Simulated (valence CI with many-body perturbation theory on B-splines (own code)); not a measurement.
E1 transitions of La49+

Level of theory: valence CI with perturbative core correlation (CI+MBPT): six valence electrons over a frozen Dirac-Fock core [He], a basis of 9 s, 9 p, 8 d, 6 f, 3 g, 1 h functions for each j, with the one-electron correlation potential Σ1 (screened to all orders), the two-electron term Σ2, the three-electron term Σ3, Breit, model QED; selected single and double excitations, second order for the rest, scaled by the run's own slope (own B-spline code, finite nucleus).

The last digits are not significant, and no measured levels were compared; by estimate large intervals hold to a few tenths of a per cent, small ones and those within an open d or f shell to about a per cent. Among the levels kept, up to 2300 cm⁻¹ of a level comes from second order outside the variational space, and about a tenth of that is noise between levels of different J, which matters for small intervals.

Lines 151 to 200 of 221 in falling wavelength, among levels below 5767.1 eV, chosen from the strongest by gf and those to the six lowest levels. Wavelengths and rates use the calculated energies. Electric multipoles are in the length gauge with retardation, E1 and E2 with the static RPA response of the core. Weak lines are less certain than strong ones. Lines between different terms over intervals too small for the method are left out, as are lines whose strength nearly cancels. The highest levels of a list are the least certain.

Levels are named by their leading jj configuration (3d3/2^4 stands for four electrons in 3d with j = 3/2), which in mixed levels can hold well under half, so a name can repeat and another be missing. Letters in brackets count levels of one name in rising energy.

```
λ vac (Å)                               Upper                       Lower   A (s⁻¹)  S (a.u.)
    2.499  (2s^2 2p1/2 2p3/2^2 3p3/2) J=2 [b]    (2s 2p1/2^2 2p3/2^3) J=2  2.44e+13  9.41e-04
    2.495         (2s^2 2p1/2^2 2p3/2 3s) J=1  (2s^2 2p1/2^2 2p3/2^2) J=0  2.23e+13  5.14e-04
    2.494     (2s 2p1/2^2 2p3/2^2 3s) J=1 [a]    (2s 2p1/2^2 2p3/2^3) J=1  1.49e+13  3.42e-04
    2.493     (2s^2 2p1/2 2p3/2^2 3s) J=2 [a]    (2s^2 2p1/2 2p3/2^3) J=2  3.06e+12  1.17e-04
    2.493  (2s^2 2p1/2 2p3/2^2 3p3/2) J=1 [c]    (2s 2p1/2^2 2p3/2^3) J=2  4.15e+12  9.53e-05
    2.493  (2s^2 2p1/2 2p3/2^2 3p3/2) J=2 [c]    (2s 2p1/2^2 2p3/2^3) J=2  2.74e+13  1.05e-03
    2.491         (2s 2p1/2^2 2p3/2^2 3s) J=2    (2s 2p1/2^2 2p3/2^3) J=1  9.57e+12  3.65e-04
    2.491     (2s 2p1/2^2 2p3/2^2 3s) J=1 [b]    (2s 2p1/2^2 2p3/2^3) J=1  4.35e+13  9.94e-04
    2.489     (2s^2 2p1/2 2p3/2^2 3s) J=1 [a]    (2s^2 2p1/2 2p3/2^3) J=2  1.12e+13  2.55e-04
    2.489  (2s^2 2p1/2 2p3/2^2 3p3/2) J=2 [d]    (2s 2p1/2^2 2p3/2^3) J=2  6.07e+12  2.31e-04
    2.485     (2s^2 2p1/2 2p3/2^2 3s) J=2 [a]    (2s^2 2p1/2 2p3/2^3) J=1  8.58e+12  3.25e-04
    2.484         (2s 2p1/2^2 2p3/2^2 3s) J=0    (2s 2p1/2^2 2p3/2^3) J=1  3.36e+13  2.54e-04
    2.482         (2s^2 2p1/2 2p3/2^2 3s) J=3    (2s^2 2p1/2 2p3/2^3) J=2  1.10e+13  5.84e-04
    2.480     (2s^2 2p1/2 2p3/2^2 3s) J=1 [a]    (2s^2 2p1/2 2p3/2^3) J=1  5.72e+13  1.29e-03
    2.479     (2s^2 2p1/2 2p3/2^2 3s) J=2 [b]    (2s^2 2p1/2 2p3/2^3) J=2  6.05e+13  2.28e-03
    2.477         (2s^2 2p1/2^2 2p3/2 3s) J=2  (2s^2 2p1/2^2 2p3/2^2) J=2  3.16e+13  1.18e-03
    2.474         (2s^2 2p1/2^2 2p3/2 3s) J=1  (2s^2 2p1/2^2 2p3/2^2) J=2  5.45e+13  1.22e-03
    2.471     (2s^2 2p1/2 2p3/2^2 3s) J=2 [b]    (2s^2 2p1/2 2p3/2^3) J=1  8.85e+12  3.30e-04
    2.465     (2s 2p1/2^2 2p3/2^2 3s) J=1 [a]    (2s 2p1/2^2 2p3/2^3) J=2  1.57e+13  3.49e-04
    2.464     (2s^2 2p1/2 2p3/2^2 3s) J=1 [b]    (2s^2 2p1/2 2p3/2^3) J=2  2.77e+13  6.13e-04
    2.462         (2s 2p1/2^2 2p3/2^2 3s) J=2    (2s 2p1/2^2 2p3/2^3) J=2  2.51e+12  9.26e-05
    2.462     (2s 2p1/2^2 2p3/2^2 3s) J=1 [b]    (2s 2p1/2^2 2p3/2^3) J=2  2.39e+13  5.29e-04
    2.457         (2s^2 2p1/2 2p3/2^2 3s) J=0    (2s^2 2p1/2 2p3/2^3) J=1  3.46e+13  2.54e-04
    2.456     (2s^2 2p1/2 2p3/2^2 3s) J=1 [b]    (2s^2 2p1/2 2p3/2^3) J=1  5.73e+12  1.26e-04
    2.355      (2s^2 2p1/2^2 2p3/2 3d3/2) J=1  (2s^2 2p1/2^2 2p3/2^2) J=0  3.49e+13  6.74e-04
    2.353  (2s^2 2p1/2 2p3/2^2 3d3/2) J=1 [a]    (2s^2 2p1/2 2p3/2^3) J=2  1.73e+13  3.34e-04
    2.352  (2s^2 2p1/2 2p3/2^2 3d3/2) J=2 [a]    (2s^2 2p1/2 2p3/2^3) J=2  5.64e+12  1.81e-04
    2.350  (2s^2 2p1/2 2p3/2^2 3d3/2) J=3 [a]    (2s^2 2p1/2 2p3/2^3) J=2  3.94e+12  1.77e-04
    2.345  (2s^2 2p1/2 2p3/2^2 3d3/2) J=1 [a]    (2s^2 2p1/2 2p3/2^3) J=1  9.77e+12  1.87e-04
    2.345  (2s^2 2p1/2 2p3/2^2 3d3/2) J=2 [a]    (2s^2 2p1/2 2p3/2^3) J=1  3.48e+12  1.11e-04
    2.344      (2s^2 2p1/2 2p3/2^2 3d3/2) J=0    (2s^2 2p1/2 2p3/2^3) J=1  9.16e+13  5.83e-04
    2.342      (2s 2p1/2^2 2p3/2^2 3p1/2) J=3    (2s^2 2p1/2 2p3/2^3) J=2  7.21e+11  3.20e-05
    2.342      (2s 2p1/2^2 2p3/2^2 3p1/2) J=2    (2s^2 2p1/2 2p3/2^3) J=2  7.56e+11  2.40e-05
    2.341      (2s^2 2p1/2^2 2p3/2 3d3/2) J=2  (2s^2 2p1/2^2 2p3/2^2) J=2  2.83e+13  8.96e-04
    2.339      (2s^2 2p1/2 2p3/2^2 3d5/2) J=3    (2s^2 2p1/2 2p3/2^3) J=2  1.78e+13  7.87e-04
    2.338      (2s^2 2p1/2^2 2p3/2 3d3/2) J=3  (2s^2 2p1/2^2 2p3/2^2) J=2  5.30e+11  2.34e-05
    2.337  (2s^2 2p1/2 2p3/2^2 3d3/2) J=2 [b]    (2s^2 2p1/2 2p3/2^3) J=2  1.04e+10  3.27e-07
    2.337  (2s^2 2p1/2 2p3/2^2 3d3/2) J=1 [b]    (2s^2 2p1/2 2p3/2^3) J=2  7.16e+12  1.35e-04
    2.337      (2s^2 2p1/2^2 2p3/2 3d3/2) J=1  (2s^2 2p1/2^2 2p3/2^2) J=2  8.86e+13  1.67e-03
    2.335  (2s^2 2p1/2 2p3/2^2 3d3/2) J=3 [b]    (2s^2 2p1/2 2p3/2^3) J=2  8.12e+10  3.57e-06
    2.332      (2s^2 2p1/2 2p3/2^2 3d5/2) J=1    (2s^2 2p1/2 2p3/2^3) J=2  1.14e+14  2.13e-03
    2.331      (2s^2 2p1/2^2 2p3/2 3d5/2) J=1  (2s^2 2p1/2^2 2p3/2^2) J=0  4.52e+14  8.47e-03
    2.330  (2s^2 2p1/2 2p3/2^2 3d3/2) J=2 [b]    (2s^2 2p1/2 2p3/2^3) J=1  7.03e+12  2.19e-04
    2.329  (2s^2 2p1/2 2p3/2^2 3d3/2) J=2 [c]    (2s^2 2p1/2 2p3/2^3) J=2  2.61e+13  8.15e-04
    2.329  (2s^2 2p1/2 2p3/2^2 3d3/2) J=1 [b]    (2s^2 2p1/2 2p3/2^3) J=1  6.35e+12  1.19e-04
    2.324      (2s^2 2p1/2 2p3/2^2 3d5/2) J=1    (2s^2 2p1/2 2p3/2^3) J=1  2.40e+14  4.45e-03
    2.322      (2s^2 2p1/2^2 2p3/2 3d5/2) J=2  (2s^2 2p1/2^2 2p3/2^2) J=2  3.34e+14  1.03e-02
    2.322  (2s^2 2p1/2 2p3/2^2 3d3/2) J=2 [c]    (2s^2 2p1/2 2p3/2^3) J=1  6.47e+13  2.00e-03
    2.317      (2s^2 2p1/2^2 2p3/2 3d5/2) J=3  (2s^2 2p1/2^2 2p3/2^2) J=2  7.32e+14  3.14e-02
    2.313      (2s^2 2p1/2^2 2p3/2 3d5/2) J=1  (2s^2 2p1/2^2 2p3/2^2) J=2  3.46e+13  6.34e-04
```
